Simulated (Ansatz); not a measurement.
A nudged elastic band was laid between two geometries of BClH3NO + H4OSi (13 atoms, charge 0, multiplicity 1).

The calculation used RKS PBE/def2-SVP (Ansatz).

```json
{
 "movable images": "7",
 "climbing image": "yes",
 "spring": "5.0 eV/Å²",
 "optimiser": "quadratic models (default)",
 "start path": "through a guess of the saddle point",
 "force threshold": "0.05 eV/Å",
 "iteration limit": "60",
 "end points": "relaxed"
}
```

First end point:

```xyz
13
Properties=species:S:1:pos:R:3
B 0.194 -0.670 0.409
N 0.164 -0.108 1.717
H -0.632 -0.258 2.337
H 1.041 0.076 2.209
O 1.369 -0.732 -0.276
H 1.250 -1.044 -1.190
Cl -1.350 -1.214 -0.323
O -0.550 2.531 0.664
Si -2.145 2.696 0.178
H -2.426 2.053 -1.159
H -3.112 2.104 1.178
H -2.412 4.169 0.053
H -0.302 1.659 1.055
```

Last end point:

```xyz
13
Properties=species:S:1:pos:R:3
B -0.155 0.300 0.314
N 0.244 0.140 1.917
H -0.596 0.209 2.508
H 0.680 -0.781 2.073
O 1.025 -0.119 -0.335
H 0.996 0.130 -1.273
Cl -1.641 -0.924 0.168
O -0.572 1.647 0.118
Si -2.108 2.266 -0.149
H -2.722 1.788 -1.435
H -3.047 1.970 0.994
H -1.932 3.759 -0.227
H 0.915 0.878 2.179
```

(1) What changes between the two ends?

(2) Give the energies along the band, and the barrier.

(3) What is the geometry of the highest image?

(4) What are the harmonic wavenumbers there?

The band took 48 iterations and about 15 core-minutes.

## Answers

(1) Bonds broken: O8–H13. Bonds formed: B1–O8, N2–H13. BClH3NO + H4OSi becomes BClH7NO2Si.

(2) The forces met the threshold. The highest image is number 4 of 0 to 8, 53.6 kJ/mol above the first end and 105.3 kJ/mol above the last; the last end lies 51.7 kJ/mol below the first. A vibrational analysis at the climbing image gives one clearly imaginary mode, 792i cm⁻¹: a first-order saddle point. The orbitals stay closed-shell, which can raise the energy where a bond breaks towards radicals; this wasn't checked here.

```tsv
image	path coordinate (Å)	energy (kJ/mol)	O8–H13 (Å)	B1–O8 (Å)	N2–H13 (Å)
0	0.00	0.0	0.99	3.30	1.94
1	0.69	0.3	0.99	3.29	1.96
2	1.38	3.6	0.98	2.99	1.97
3	2.07	22.9	0.99	2.39	1.84
4	2.76	53.6	1.14	1.70	1.43
5	3.46	-29.0	1.90	1.46	1.04
6	4.16	-48.9	2.41	1.43	1.03
7	4.86	-50.8	2.51	1.42	1.03
8	5.56	-51.7	2.65	1.42	1.03
```

(3) 
```xyz
13
Properties=species:S:1:pos:R:3
B -0.141 -0.021 0.443
N 0.248 0.085 1.932
H -0.336 -0.455 2.578
H 1.239 -0.117 2.108
O 0.936 -0.290 -0.391
H 0.659 -0.409 -1.315
Cl -1.743 -0.913 0.109
O -0.529 1.634 0.455
Si -1.972 2.407 -0.035
H -2.214 2.063 -1.473
H -3.142 2.015 0.820
H -1.736 3.883 0.111
H -0.181 1.380 1.509
```

(4) 792i, 74, 105, 139, 240, 268, 299, 346, 372, 395, 487, 556, 609, 688, 713, 824, 859, 899, 907, 923, 930, 966, 1138, 1243, 1290, 1506, 1950, 2181, 2185, 2206, 3455, 3553, 3776 cm⁻¹.

The run took 4.1 min on 4 threads of Intel(R) Xeon(R) 6975P-C (Granite Rapids) (shared host), peak memory 0.2 GiB.
